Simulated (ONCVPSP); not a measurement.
**P: excitation energies, all-electron against ONCV**

```
Element                 : phosphorus (P)
Generator               : ONCVPSP 4.0.1
Type                    : optimised norm-conserving Vanderbilt (ONCV)
Functional              : BLYP
Relativity              : scalar-relativistic
Frozen core             : [He]
Valence charge          : 13
Reference configuration : 2s2 2p6 3s2 3p1 (charge +2)
Partial waves           : 2s+3s: rc 0.80 bohr, ncon 4, nbas 7, qcut 13.7 1/bohr, 3 projectors, debl 1.9 Ha; 2p+3p: rc 0.85 bohr, ncon 4, nbas 8, qcut 19.3 1/bohr, 3 projectors, debl 3.8 Ha
Local potential         : polynomial inside 0.70 bohr (lpopt 5, dvloc0 -1 Ha)
Core correction         : Teter function, fcfact 2.5, rcfact 1.4
```

Energies are relative to the spin-unpolarised reference configuration 2s2 2p6 3s2 3p1; without spin polarisation the order of configurations can differ from experiment.

| valence configuration | charge | ΔE all-electron (eV) | error AE − PS (meV) |
| --- | --- | --- | --- |
| 2s2 2p6 3s2 3p3 | 0 | -28.588 | +2.7 |
| 2s2 2p6 3s2 3p2 | +1 | -19.012 | +1.3 |
| 2s2 2p6 3s2 3p0 | +3 | 29.670 | +1.4 |

Task: What are ΔE and the potential's error for 2s2 2p5 3s2 3p3?

Result: ΔE = 111.790 eV all-electron; the error (AE − PS) is +348 meV.

Levels in the configuration 2s2 2p6 3s2 3p0:

| level | all-electron (eV) | pseudo (eV) |
| --- | --- | --- |
| 2s | -212.231 | -212.233 |
| 2p | -163.074 | -163.019 |
| 3s | -45.585 | -45.584 |
